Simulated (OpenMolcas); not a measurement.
Ir2+ (d7) among equal point charges was computed by CASSCF with the d shell active (OpenMolcas, ANO-RCC-VDZP on the metal). Its lowest spin-free states, and all those of the highest spin:

```csv
2S+1,Degeneracy,E (cm-1)
4,3,0.0
2,2,7818
4,3,7976
2,3,14225
2,3,15064
4,1,17216
2,3,18911
4,3,19046
2,1,20660
2,3,23066
2,3,23819
2,2,25401
```

Problem. Is the site octahedral, tetrahedral or cube-like, axial, or of lower symmetry?

Solution. The states with 2S+1 = 4 have orbital degeneracies 3, 3, 1, 3. Threefold states need a cubic site. For d7 at this spin an octahedron puts the threefold T1 below the threefold T2 and a tetrahedron or cube puts the single A2 below the threefold T2, so the site is octahedral. The run had Ir2+ among 6 point charges of -1.5 e arranged as an octahedron (Oh), 2.14 Å from the ion.

An orbital triplet at a regular site is open to Jahn-Teller coupling, which can distort the site and quench the lowest spin-orbit gaps and is left out. Without dynamic correlation the repulsion within the d shell is too large (B by tens of per cent), so at a given field states of lower spin stand too high. This shell can be high or low spin here, a state of another spin lies low, and with metal d orbitals alone active their balance is uncertain, so the ground spin may be wrong. Point charges give a weaker field than real ligands, and real ions of this kind are as a rule low spin; the high spin found here belongs to the model. This is an electrostatic model: the charges have no orbitals. No measured value stands beside these numbers.
